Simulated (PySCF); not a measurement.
ClFH4Si2, SMILES F[SiH2][SiH2]Cl. Coordinates come from a B3LYP-D3(BJ)/def2-SVP optimisation. The structure was generated by enumeration, and PubChem lists no compound with its InChIKey, so it may never have been made. Other conformers were not sampled.

Computed equilibrium geometry at B3LYP-D3(BJ)/def2-SVP (PySCF confirms it by a frequency run) as bond lengths and angles (one conformer of several):
Atoms: Si1 F2 Si3 Cl4 H5 H6 H7 H8. Bonds (Å): Si1–F2 1.633, Si1–Si3 2.348, Si1–H5 1.489, Si1–H6 1.491, Si3–Cl4 2.087, Si3–H7 1.489, Si3–H8 1.491. Angles (°): F2–Si1–Si3 108.3, F2–Si1–H5 108.6, F2–Si1–H6 108.2, Si3–Si1–H5 110.5, Si3–Si1–H6 111.2, H5–Si1–H6 109.9, Si1–Si3–Cl4 107.7, Si1–Si3–H7 112.0, Si1–Si3–H8 110.3, Cl4–Si3–H7 108.8, Cl4–Si3–H8 108.8, H7–Si3–H8 109.1.
Charge 0, spin multiplicity 1.
